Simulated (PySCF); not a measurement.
## A small calculation by hand: chemical shift, span and skew from a shielding tensor

C4H10N2, SMILES C/N=C\CCN. Atoms are numbered in the order given.

```xyz
16

C      2.2658     0.2159     0.4961
N      1.7958    -0.7717    -0.4468
C      0.6290    -0.7190    -0.9468
C     -0.4811     0.2735    -0.6819
C     -1.3701    -0.1434     0.5136
N     -2.5017     0.7238     0.7932
H      2.5173    -0.2920     1.4428
H      1.5725     1.0463     0.7289
H      3.2097     0.6473     0.1220
H      0.3669    -1.5364    -1.6422
H     -0.0798     1.2828    -0.4925
H     -1.1138     0.3440    -1.5830
H     -1.7465    -1.1667     0.3430
H     -0.7405    -0.2042     1.4177
H     -2.1850     1.6783     0.9681
H     -3.1216     0.7745    -0.0160
```
Charge 0, spin multiplicity 1.

Geometry: B3LYP-D3(BJ)/def2-SVP. The structure was generated by enumeration; whether it is a known compound was not checked. Other conformers were not sampled.

GIAO shieldings from PBE/pcSseg-1 in PySCF, non-relativistic, no solvent. The symmetric part of the tensor of C4 has the principal values 97.6, 145.3, 170.1 ppm. The same nucleus in TMS has σ = 182.0 ppm at this level (PySCF, at its B3LYP-D3(BJ)/def2-TZVP geometry).

### Question
Work out the isotropic shielding, the ¹³C shift against TMS, the span and the skew.

### Answer

σ(iso) = (σ11 + σ22 + σ33)/3 = 137.7 ppm. δ = σ(ref) − σ(iso) = 182.0 − (137.7) = 44.3 ppm.
Span Ω = σ33 − σ11 = 72.5 ppm. Skew κ = 3(σ(iso) − σ22)/Ω = -0.32. Tumbling in solution averages the tensor to δ; in a static solid the shielding alone would spread this spin-1/2 line over Ω.
